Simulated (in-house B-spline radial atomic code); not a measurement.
A run on Nb (an excited or competing configuration) that did not converge. Method: scalar-relativistic (X2C) B97-1, spin-polarised, spherical fractional occupations, Fermi nucleus of rms radius 4.324 fm; computed with an all-electron radial atomic-structure program (B-spline basis).

Command:
```bash
python run_scf.py task.json out
```
Settings (nuclear radius in fm, mass in u):
```
Z                41
configuration    [Ar] 3d10 4s2 4p5 4d4 4f1 5s1
hamiltonian      x2c
method           b97_1
spin_polarised   True
nucleus          fermi
rms_radius       4.324
atomic_mass      92.90637
speed_of_light   137.035999084
```

First and last ten iterations of the last attempt (damped for 15 steps, keeping 80 % of the old Fock matrix, then DIIS):
```
 iter        energy (Eh)    residual
    1       -3812.351276    4.19e-01
    2       -3814.450237    2.09e-01
    3       -3816.033159    1.43e-01
    4       -3816.925282    9.61e-02
    5       -3817.389200    6.21e-02
    6       -3817.611549    4.00e-02
    7       -3817.710898    2.71e-02
    8       -3817.749896    1.93e-02
    9       -3817.763278    1.42e-02
   10       -3817.768979    1.06e-02
  111       -3817.775192    1.50e-04
  112       -3817.775192    1.49e-04
  113       -3817.775192    1.60e-04
  114       -3817.775194    2.93e-04
  115       -3817.775192    1.56e-04
  116       -3817.775192    1.70e-04
  117       -3817.775192    1.68e-04
  118       -3817.775192    1.62e-04
  119       -3817.775192    1.54e-04
  120       -3817.775191    1.61e-04
 not converged after 120 iterations
```

The smallest residual met was 9.4e-05; the threshold is about 4e-07. Over the last five steps the energy moves by less than 2e-06 hartree, but the orbitals didn't meet the threshold. Cost of the run: 9.6 s on 1 thread of Arm Neoverse V1 (shared host).
